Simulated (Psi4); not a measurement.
C2H5ClGe, singlet, at a GFN2-xTB geometry; HF/cc-pVTZ run with Psi4 1.11.

Here is a job for Psi4.
```
memory 2 GB

molecule mol {
0 1
  Ge   -0.426311   -0.301880   -0.482740
  Cl   -0.879653    0.658788    1.325675
  C     1.509554   -0.300821   -0.771950
  C     2.386008    0.232788    0.062870
  H    -1.164639    0.418710   -1.590268
  H    -0.988268   -1.705782   -0.417480
  H     1.857404   -0.773689   -1.680857
  H     3.449558    0.218567   -0.122835
  H     2.068636    0.711140    0.977128
}

set basis cc-pvtz
set reference rhf

energy('scf')
print_variables()
```

Output, abridged:

```
   => Loading Basis Set <=

    Name: CC-PVTZ
    Role: ORBITAL
    Keyword: BASIS

         ---------------------------------------------------------
                                   SCF
               by Justin Turney, Rob Parrish, Andy Simmonett
                          and Daniel G. A. Smith
                              RHF Reference
         ---------------------------------------------------------

  ==> Geometry <==

    Molecular point group: c1
    Full point group: C1

    Geometry (in Angstrom), charge = 0, multiplicity = 1:

       Center              X                  Y                   Z               Mass
    ------------   -----------------  -----------------  -----------------  -----------------
         GE          -0.351899142620    -0.292929280695    -0.477716941946    73.921177761000
         CL          -0.805241142620     0.667738719305     1.330698058054    34.968852682000
         C            1.583965857380    -0.291870280695    -0.766926941946    12.000000000000
         C            2.460419857380     0.241738719305     0.067893058054    12.000000000000
         H           -1.090227142620     0.427660719305    -1.585244941946     1.007825032230
         H           -0.913856142620    -1.696831280695    -0.412456941946     1.007825032230
         H            1.931815857380    -0.764738280695    -1.675833941946     1.007825032230
         H            3.523969857380     0.227517719305    -0.117811941946     1.007825032230
         H            2.143047857380     0.720090719305     0.982151058054     1.007825032230

  Running in c1 symmetry.

  Rotational constants: A =      0.17097  B =      0.09250  C =      0.06133 [cm^-1]
  Rotational constants: A =   5125.49176  B =   2773.14822  C =   1838.57810 [MHz]
  Nuclear repulsion =  340.734660397898836

  Charge       = 0
  Multiplicity = 1
  Electrons    = 66
  Nalpha       = 33
  Nbeta        = 33

  ==> Algorithm <==

  SCF Algorithm Type is DF.
  DIIS enabled.
  MOM disabled.
  Fractional occupation disabled.
  Guess Type is SAD.
  Energy threshold   = 1.00e-06
  Density threshold  = 1.00e-06
  Integral threshold = 1.00e-12

  ==> Primary Basis <==

  Basis Set: CC-PVTZ
    Blend: CC-PVTZ
    Number of shells: 77
    Number of basis functions: 207
    Number of Cartesian functions: 233
    Spherical Harmonics?: true
    Max angular momentum: 3

   => Loading Basis Set <=

    Name: (CC-PVTZ AUX)
    Role: JKFIT
    Keyword: DF_BASIS_SCF

  ==> Integral Setup <==

[...]

   @DF-RHF iter SAD: -2609.31967394723142   -2.60932e+03   0.00000e+00
   @DF-RHF iter   1: -2612.58108489698179   -3.26141e+00   9.72682e-03 ADIIS/DIIS
   @DF-RHF iter   2: -2613.22406881135748   -6.42984e-01   7.15197e-03 ADIIS/DIIS
   @DF-RHF iter   3: -2613.61479078312686   -3.90722e-01   3.97897e-04 ADIIS/DIIS
   @DF-RHF iter   4: -2613.61895234730491   -4.16156e-03   1.01116e-04 ADIIS/DIIS
   @DF-RHF iter   5: -2613.61934986041115   -3.97513e-04   4.09744e-05 DIIS
   @DF-RHF iter   6: -2613.61940676235645   -5.69019e-05   9.48026e-06 DIIS
   @DF-RHF iter   7: -2613.61941333404548   -6.57169e-06   4.60144e-06 DIIS
   @DF-RHF iter   8: -2613.61941413893055   -8.04885e-07   1.28016e-06 DIIS
   @DF-RHF iter   9: -2613.61941425924897   -1.20318e-07   4.11243e-07 DIIS
  Energy and wave function converged.

  ==> Post-Iterations <==

    Orbital Energies [Eh]
    ---------------------

    Doubly Occupied:

[...]
    Virtual:

[...]
    Final Occupation by Irrep:
              A
    DOCC [    33 ]
    NA   [    33 ]
    NB   [    33 ]

  @DF-RHF Final Energy: -2613.61941425924897

   => Energetics <=

    Nuclear Repulsion Energy =            340.7346603978988355
    One-Electron Energy =               -4315.2301914720837885
    Two-Electron Energy =                1360.8761168149360401
    Total Energy =                      -2613.6194142592485150

Computation Completed

Properties will be evaluated at   0.000000,   0.000000,   0.000000 [a0]

Properties computed using the SCF density matrix

 Multipole Moments:

 ------------------------------------------------------------------------------------
     Multipole            Electronic (a.u.)      Nuclear  (a.u.)        Total (a.u.)
 ------------------------------------------------------------------------------------

 L = 1.  Multiply by 2.5417464519 to convert [e a0] to [Debye]
 Dipole X            :         -8.7959930            9.2808089            0.4848160
 Dipole Y            :         -1.3793821            1.1163207           -0.2630614
 Dipole Z            :         -1.1759323            0.6264911           -0.5494412
 Magnitude           :                                                    0.7785457

 ------------------------------------------------------------------------------------

  Variable Map:
  ----------------------------------------------------------------------------
[...]
  Array Variable Map:
  ----------------------------------------------------------------------------
[...]
[...]
```
